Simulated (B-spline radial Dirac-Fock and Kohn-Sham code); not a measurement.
Energy-loss ionisation edge M3 of Sc

System: neutral scandium, configuration 1s2 2s2 2p6 3s2 3p6 3d1 4s2. These are calculated numbers from a radial finite-basis atomic code; the model is the first Born approximation with generalised oscillator strengths from a Dirac-Hartree-Slater potential (longitudinal and transverse terms; continuum final states only, so no white lines or fine structure). The edge is taken at 38.26 eV (orbital energy of the model).

Partial cross sections σ(β, Δ) in barn, integrated over a window Δ above the edge and up to the collection semi-angle β, for parallel illumination:

```
E₀ (kV)  β (mrad)  Δ = 25 eV  Δ = 50 eV  Δ = 100 eV  Δ = 200 eV  Δ = 300 eV
     60        10      47500      66900       88800      102000      106000
     60        20      68300      99000      131000      150000      155000
     60        50      83200     127000      179000      212000      221000
     80        10      41900      59400       78900       91100       94300
     80        50      67200     103000      145000      174000      183000
     80       100      67400     103000      146000      178000      188000
    100        10      38300      54500       72500       83800       86800
    100        50      57300      87700      124000      150000      158000
    100       100      57400      87900      124000      151000      161000
    120        10          ?          ?           ?           ?           ?
    120        50      50600      77500      110000      133000      141000
    200        50      37200      56900       80700       98200      104000
    200       100      37200      56900       80700       98300      104000
    300         5      20500      29200       39300       45900       47700
```

Q: Give the row for 120 kV and 10 mrad.

A: 35800 b for 25 eV, 51100 b for 50 eV, 68000 b for 100 eV, 78600 b for 200 eV, 81500 b for 300 eV.
